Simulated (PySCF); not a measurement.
B(OH)(SeH)2 (BH₃OSe₂), SMILES [SeH]B(O)[SeH]. Geometry optimised at PBE-D3(BJ)/def2-SVP. The structure was generated by enumeration, and PubChem lists no compound with its InChIKey, so it may never have been made. Other conformers were not sampled.

Computed with PBE-D3(BJ)/def2-SVP run with PySCF 2.14.0.

Harmonic wavenumbers (cm⁻¹): 137, 140, 269, 291, 383, 434, 462, 653, 728, 791, 1050, 1316, 2329, 2365, 3752. Rotational constants (GHz): 5.212, 1.088, 0.9003; symmetry number 1.

Work out the zero-point energy and the ideal-gas rigid-rotor harmonic-oscillator thermochemistry at 298.15 K and 1 atm.

ZPE = ½ Σ hcν = ½ × 15099 cm⁻¹ = 90.31 kJ/mol. H − E(el) = 109.24 kJ/mol. Entropy in J/(mol K): translation 174.04, rotation 119.38, vibration 51.51, total 344.93. G − E(el) = 6.40 kJ/mol. Cp = 93.19 J/(mol K). Modes under 150 cm⁻¹ make the vibrational entropy uncertain.
